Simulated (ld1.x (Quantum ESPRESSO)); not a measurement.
**Which change was made? (S, PAW)**

* Element: sulfur (S)
* Generator: ld1.x (Quantum ESPRESSO) 7.5
* Type: PAW
* Functional: PBE
* Relativity: scalar-relativistic
* Frozen core: [Ne]
* Valence charge: 6
* Reference configuration: 3s2 3p2 (charge +2)
* Partial waves: 3s (bound): rcut 1.05, rcutus 1.40 bohr; 3s channel at -2.6 Ry: rcut 1.05, rcutus 1.40 bohr; 3p (bound): rcut 1.25, rcutus 1.65 bohr; 3p channel at -1.7 Ry: rcut 1.25, rcutus 1.65 bohr
* Local potential: all-electron potential smoothed inside 1.15 bohr (lloc = -1)
* Core correction: Bessel-smoothed model core inside 1.30 bohr
* Augmentation charge: PSQ, inside the norm-conserving radii

Cutoffs, loose and tight: the cutoffs (Ry, on a coarse ladder) from which the occupation-weighted sum of valence levels, in a spherical-Bessel basis at the reference potential, stays within 10 and 1 mRy of its value at 400 Ry. They do not see the model core or the augmentation charge, which bear on the density cutoff. Test errors are all-electron minus pseudo excitation energies from the reference, over the configurations 3s2 3p4; 3s2 3p3; 3s2 3p1; 3s2 3p0; 3s0 3p6; 3s1 3p4; 3s2 3p4.3; variants that change the core or the reference have their own tests.

The base gives: outcome: generated; cutoff, loose: 21 Ry; cutoff, tight: 35 Ry; bound ghosts: none; largest test error (meV): -51.

(1) After one change the result is: outcome: generated; cutoff, loose: 18 Ry; cutoff, tight: 30 Ry; bound ghosts: none; largest test error (meV): -39. Which change was it?
A. waves 3s (bound): rcut 1.05, rcutus 1.78 bohr; 3s channel at -2.6 Ry: rcut 1.05, rcutus 1.78 bohr
B. core correction Bessel-smoothed model core inside 1.70 bohr
C. waves 3p (bound): rcut 1.25, rcutus 2.04 bohr; 3p channel at -1.7 Ry: rcut 1.25, rcutus 2.04 bohr

Answers

(1) A. The others give: core correction Bessel-smoothed model core inside 1.70 bohr → outcome: generated; cutoff, loose: 21 Ry; cutoff, tight: 35 Ry; bound ghosts: none; largest test error (meV): -33 | waves 3p (bound): rcut 1.25, rcutus 2.04 bohr; 3p channel at -1.7 Ry: rcut 1.25, rcutus 2.04 bohr → outcome: generated; cutoff, loose: 18 Ry; cutoff, tight: 35 Ry; bound ghosts: none; largest test error (meV): -51.
